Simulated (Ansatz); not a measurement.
# The atomisation energy (no zero-point term) down a group: B to Ga

Gas-phase molecules, one atom swapped for its congeners: C4H11B `BCC(C)C`; C4H11Al `CC(C)[CH2][AlH2]`; C4H11Ga `CC(C)[CH2][GaH2]`. All are singlets with charge 0.

Shapes, held fixed at every level: PBE0-D4/def2-TZVP. Flexible molecules stand in one conformer, not always the lowest. Programs: Ansatz 0.2.0. Values in eV.

| level | C4H11B | C4H11Al | C4H11Ga |
| --- | --- | --- | --- |
| HF/def2-SVP | 50.09 | 47.03 | 46.19 |
| HF/def2-TZVPP | 49.28 | 46.32 | 45.48 |
| BHLYP-D4/def2-TZVPP | 62.88 | 59.66 | 58.87 |
| r2SCAN0-D4/def2-TZVPP | 63.64 | 60.40 | 59.72 |
| MP2/def2-SVP | 61.80 | 58.51 | 57.89 |
| MP2/def2-TZVPP | 62.99 | 59.80 | 59.28 |

At MP2/def2-TZVPP the atomisation energy falls at every step, from 62.99 to 59.28 eV. Every level shows the same order. Relativity is left out for Ga. Outer-core shells of Ga are correlated, in sets that cover them unevenly. Spin-orbit coupling, which grows down the group, is left out (summed over each molecule's free atoms 0.02, 0.02, 0.08 eV).
